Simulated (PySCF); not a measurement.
## Gd²⁺: excitation energy

Gd²⁺ [Xe] 4f7 5d1 (9D) → Gd²⁺ [Xe] 4f7 6s1, s spin flipped, as a difference of total energies. Calculation: PySCF 2.14, in ANO-RCC-VTZP; the spin-free X2C one-electron Hamiltonian (Gaussian nucleus). The calculations carry no spin-orbit coupling.

```csv
method,excitation energy (eV)
UHF,1.295
M06-2X,1.348
B97-3,1.377
```

The upper determinant mixes two multiplicities, so it lies between the two terms.

The basis was made for the ground configuration and has no added diffuse functions, so the excitation energy can come out too high.
